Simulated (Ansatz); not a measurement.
Born–Oppenheimer molecular dynamics of H6HfO4S (12 atoms, charge 0, multiplicity 1). It starts at the highest image of a converged band, a first-order saddle point between two minima.

All numbers below come from RHF/def2-SVP (Ansatz 0.2.0).

```json
{
 "ensemble": "NVE (velocity Verlet)",
 "time step": "0.5 fs",
 "steps asked": "200",
 "starting velocities drawn for": "300 K",
 "seed": "10751"
}
```

First frame:

```xyz
12
Properties=species:S:1:pos:R:3
Hf -0.009 0.022 0.126
O -0.016 0.115 2.249
H -0.362 -0.376 2.979
O 1.651 -0.473 -0.734
H 2.377 -0.725 -1.272
O -1.119 1.245 -0.879
H -1.446 1.991 -1.346
O -1.052 -1.614 0.101
H -1.650 -2.292 -0.148
S 1.294 2.345 1.418
H 2.543 1.872 1.440
H 0.613 1.181 2.281
```

Q: How far do the bonds stretch over the last three quarters of this one trajectory? (Pairs bonded in most of those frames.)

A: 
| bond | mean (Å) | spread (Å) | shortest | longest |
| --- | --- | --- | --- | --- |
| Hf1–O2 | 2.408 | 0.053 | 2.29 | 2.48 |
| Hf1–O4 | 1.944 | 0.015 | 1.91 | 1.97 |
| Hf1–O6 | 1.946 | 0.038 | 1.88 | 2.00 |
| Hf1–O8 | 1.990 | 0.035 | 1.94 | 2.08 |
| Hf1–S10 | 2.646 | 0.208 | 2.39 | 2.97 |
| O2–H3 | 0.952 | 0.021 | 0.91 | 1.00 |
| O2–H12 | 0.960 | 0.036 | 0.90 | 1.03 |
| O4–H5 | 0.942 | 0.006 | 0.93 | 0.95 |
| O6–H7 | 0.941 | 0.008 | 0.93 | 0.95 |
| O8–H9 | 0.943 | 0.014 | 0.92 | 0.97 |
| S10–H11 | 1.346 | 0.041 | 1.28 | 1.40 |

Mean temperature of the second half: 480 K. The conserved energy stayed within 0.27 meV per atom of its start (net change -0.068 meV per atom), so the integration is sound. The kinetic energy rose, since the run started high on the potential surface and went downhill. A run of 0.1 ps of so small a system gives no equilibrium averages. The orbitals stay closed-shell, which can raise the energy where a bond breaks towards radicals; this wasn't checked here.

The run took 2.5 min on 4 threads of AMD EPYC 9R45 96-Core Processor (Zen 5), on a shared host, peak memory 0.38 GiB.
